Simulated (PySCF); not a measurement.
Simulated C 1s region for `C=C=CC#CC(F)(F)F`, binding energy against the vacuum level.

Every computed line was given a Gaussian of 0.5 eV full width at half maximum and an area set by the number of equivalent atoms; the highest printed point is 100. Level of theory: PySCF 2.14.0, delta-SCF UKS SCAN, pcX-2 on the ionised atom, pcseg-1 elsewhere, spin-free X2C.

(binding energy (eV), intensity): (290.2, 1), (290.4, 9), (290.6, 31), (290.8, 59), (291.0, 84), (291.2, 100), (291.4, 84), (291.6, 57), (291.8, 47), (292.0, 38), (292.2, 15), (292.4, 3), (292.6, 0), (292.8, 0), (293.0, 0), (293.2, 0), (293.4, 0), (293.6, 0), (293.8, 0), (294.0, 0), (294.2, 0), (294.4, 0), (294.6, 0), (294.8, 0), (295.0, 0), (295.2, 0), (295.4, 0), (295.6, 0), (295.8, 0), (296.0, 0), (296.2, 0), (296.4, 0), (296.6, 0), (296.8, 0), (297.0, 0), (297.2, 0), (297.4, 0), (297.6, 0), (297.8, 0), (298.0, 0), (298.2, 1), (298.4, 10), (298.6, 31), (298.8, 39), (299.0, 20), (299.2, 4), (299.4, 0)

**Question.** Count the maxima, the lines and the sites behind this envelope.

**Answer.** The curve has 2 maxima (at 291.2 and 298.7 eV). Under it lie 6 lines from 6 inequivalent carbon sites. At this width some lines have no maximum of their own.

**Question.** Decompose the envelope and assign each component. Numbering: `[CH2:1]=[C:2]=[CH:3][C:4]#[C:5][C:6]([F:7])([F:8])[F:9]`.

**Answer.** 
```csv
position (eV),relative area,line,atoms,environment
290.77,1,C 1s,C5,alkyne carbon
291.11,1,C 1s,C2,central carbon of cumulated double bonds
291.22,1,C 1s,C1,outer carbon of cumulated double bonds
291.46,1,C 1s,C4,alkyne carbon
291.91,1,C 1s,C3,outer carbon of cumulated double bonds
298.75,1,C 1s,C6,CF3 carbon
```

**Question.** What are the centre and the root-mean-square width of the whole band?

**Answer.** The area-weighted mean of the lines is 292.54 eV. Their own spread about it is 2.80 eV (rms) and each Gaussian has σ = 0.5/2.355 = 0.21 eV; the variances add, which gives 2.81 eV.

Lowest listed C 1s: C5, bonded to C (triple bond) and C. Highest, 7.98 eV above it: C6, bonded to 3 F and C. Summing the Pauling electronegativity differences to the bonded atoms, each weighted by its formal bond order, gives 0.00 for the lowest site and +4.29 for the highest; no listed site has a larger sum than the highest. The smallest sum, -0.70, belongs to C1, 0.45 eV above the lowest.

No satellites, vibrations or lifetime broadening are included. Spin contamination (⟨S²⟩ against 0.75 for a pure doublet) is marked for C 1s of C2 (0.94) and C 1s of C4 (0.90), which makes these values less certain. Isolated species at its PBE0-D3(BJ)/def2-SVP geometry, gas phase.

The run took 44 s of wall time on Arm Neoverse V2, one thread, no GPU, on a shared host.
